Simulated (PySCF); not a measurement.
# Core-level binding energies of cyclo-(Cl2GeS)2

Compound: cyclo-(Cl2GeS)2.
Z-matrix (Å and degrees, PBE0-D3(BJ)/def2-SVP geometry), rows numbered from 1:
```
Ge
Cl  1  2.1350
Cl  1  2.1327  2  106.87
S   1  2.2249  2  113.29  3   124.66
Ge  4  2.2235  1   81.09  2   119.54
Cl  5  2.1331  4  112.50  1  -119.25
Cl  5  2.1347  4  112.72  1   119.87
S   1  2.2235  2  112.48  3  -124.21
```

Computed with delta-SCF UKS SCAN, pcX-2 on the ionised atom, pcseg-1 elsewhere, spin-free X2C in PySCF 2.14.0. Vertical ΔSCF values, vacuum level as zero.

**Question.** Give the core binding energies atom by atom.

**Answer.** 
```
        atom(s)  bonded to     level  binding energy (eV)  2p1/2 (eV)  count
Cl2/Cl3/Cl6/Cl7         Ge  Cl 2p3/2               206.24      207.89      4
          S4/S8       2 Ge      S 1s              2477.46           –      2
Cl2/Cl3/Cl6/Cl7         Ge     Cl 1s              2828.84           –      4
```

**Question.** Which effective nuclear charge Zeff reproduces each element's mean 1s value in the hydrogen-like formula E = 13.606 eV × Zeff²?

**Answer.** S (Z = 16): mean 2477.5 eV, Zeff = 13.49, Z − Zeff = 2.51; Cl (Z = 17): mean 2828.8 eV, Zeff = 14.42, Z − Zeff = 2.58. Means run over the listed sites, weighted by atom count.

Atoms equivalent by their bonding share one computed value, that of the first of them. Not every level is listed. Spin–orbit coupling isn't in the SCF: each 2p doublet comes from a relaxed spin-free hole plus a matrix of the shell (mean-field spin–orbit coupling and the ground-state 2p splitting), with 2p3/2 averaged over its two sublevels. 2p1/2 minus 2p3/2 (ligand field included): Cl 1.65 eV. No level of germanium is listed. Isolated species at its PBE0-D3(BJ)/def2-SVP geometry (one conformer only).

Hardware: one thread, AMD EPYC (x86_64), shared host with 64 logical CPUs at a one-minute load of 59. Cost: 63 s of wall time, 0.70 GiB resident at most.
